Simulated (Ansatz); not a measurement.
Mulliken charges of H7InOSi (`[SiH3][OH+][InH3-]`) from PBE/def2-TZVPP in Ansatz (PBE0-D4/def2-TZVP geometry).

```csv
atom,x (Å),y (Å),z (Å),charge (e)
Si1,-1.229,0.868,-0.659,0.351
O2,0.337,0.269,-0.703,-0.339
In3,1.200,-1.233,1.010,0.383
H4,-2.085,-0.312,-0.425,-0.024
H5,-1.524,1.505,-1.967,-0.043
H6,-1.373,1.866,0.426,-0.040
H7,1.033,0.863,-0.995,0.209
H8,1.138,-2.709,0.118,-0.157
H9,-0.098,-0.826,2.087,-0.171
H10,2.684,-0.341,1.110,-0.169
```

Task: By hand: the dipole of these point charges (1 e Å = 4.8032 D).

Result: Σ q r = (-0.315, 0.414, -0.299) e Å, of length 0.600 e Å = 2.88 D.

Task: How does the dipole of the full density compare? (Estimate.)

Result: Computed: (-0.186, 0.500, -0.385) e Å, 3.16 D; the point charges give 0.91 times that, at 15° from its direction.

Point charges leave out the atoms' own dipoles, such as those of lone pairs, and Mulliken's split depends on the basis, so the close match here is no proof of good charges.
